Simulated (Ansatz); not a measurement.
Basis-set series for C₃H₉MoNO (`C[N]=[Mo]([CH3])([CH3])=[O]`). The species carries charge 0 and has multiplicity 1. Mo takes the def2 core potential. The structure was optimised at the PBE0-D4/def2-TZVP level.

```
functional       basis  functions  energy (Eh)  HOMO (eV)  LUMO (eV)
   PBE0-D4    def2-SVP        146   -317.47367      -7.50      -1.93
   PBE0-D4  def2-TZVPP        337   -317.78645      -7.50      -1.94
   ωB97M-V    def2-SVP        146   -317.53338      -9.77       0.08
   ωB97M-V  def2-TZVPP        337   -317.85989      -9.78       0.06
```

Question: Give the rows for def2-QZVPP. (Best estimate.)

Answer: Computed: 
```csv
functional,basis,functions,energy (Eh),HOMO (eV),LUMO (eV)
PBE0-D4,def2-QZVPP,636,-317.80466,-7.53,-1.97
ωB97M-V,def2-QZVPP,636,-317.87771,-9.80,0.03
```

Positive LUMOs are unbound and depend on the basis.
